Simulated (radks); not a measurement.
Computed order of ionisation of chlorine. At each step one electron was removed from each of the four highest sub-shells of the ion before, moves of one valence electron (up to charge 6) and the configuration listed by NIST were tried, and the lowest configuration was kept. Calculated with a radial shooting solver on a logarithmic mesh with Libxc functionals: scalar-relativistic Kohn-Sham, LDA (Slater exchange, Perdew-Wang correlation), spin-polarised, spherical densities, finite nucleus; Fermi nuclear charge, rms radius of each element as measured or else 0.836 A^(1/3) + 0.57 fm. Open shells are filled with parallel spins first.

| species | lowest configuration found | NIST configuration | margin to the next tried (eV) | IE (eV) | NIST IE (eV) | kind |
|---|---|---|---|---|---|---|
| Cl | [Ne] 3s2 3p5 | same | 11.966 | 13.236 | 12.968 | exp. |
| Cl+ | [Ne] 3s2 3p4 | same | 12.468 | 23.951 | 23.814 | exp. |
| Cl2+ | [Ne] 3s2 3p3 | same | 12.964 | 39.580 | 39.8 | semi-emp. |
| Cl3+ | [Ne] 3s2 3p2 | same | 9.153 | 53.291 | 53.2 | semi-emp. |
| Cl4+ | [Ne] 3s2 3p1 | same | 10.528 | 67.684 | 67.7 | semi-emp. |
| Cl5+ | [Ne] 3s2 | same | 12.258 | 96.973 | 96.94 | semi-emp. |
| Cl6+ | [Ne] 3s1 | same | 14.959 | 114.90 | 114.20 | exp. |
| Cl7+ | [Ne] | same | 208.66 | 348.80 | 348.31 | exp. |
| Cl8+ | [He] 2s2 2p5 | same | 57.023 | 401.36 | 400.85 | exp. |
| Cl9+ | [He] 2s2 2p4 | same | 54.254 | 455.05 | 456.7 | semi-emp. |
| Cl10+ | [He] 2s2 2p3 | same | 51.223 | 531.30 | 530.0 | semi-emp. |
| Cl11+ | [He] 2s2 2p2 | same | 24.011 | 592.81 | 591.6 | semi-emp. |
| Cl12+ | [He] 2s2 2p1 | same | 23.781 | 655.08 | 656.3 | semi-emp. |
| Cl13+ | [He] 2s2 | same | 25.006 | 745.65 | 750.2 | semi-emp. |

Reference values: NIST Atomic Spectra Database (exp. = measured, semi-emp. = semi-empirical, theory = theoretical value adopted there). Open shells are spherical and high-spin; term and fine-structure splittings are not resolved.
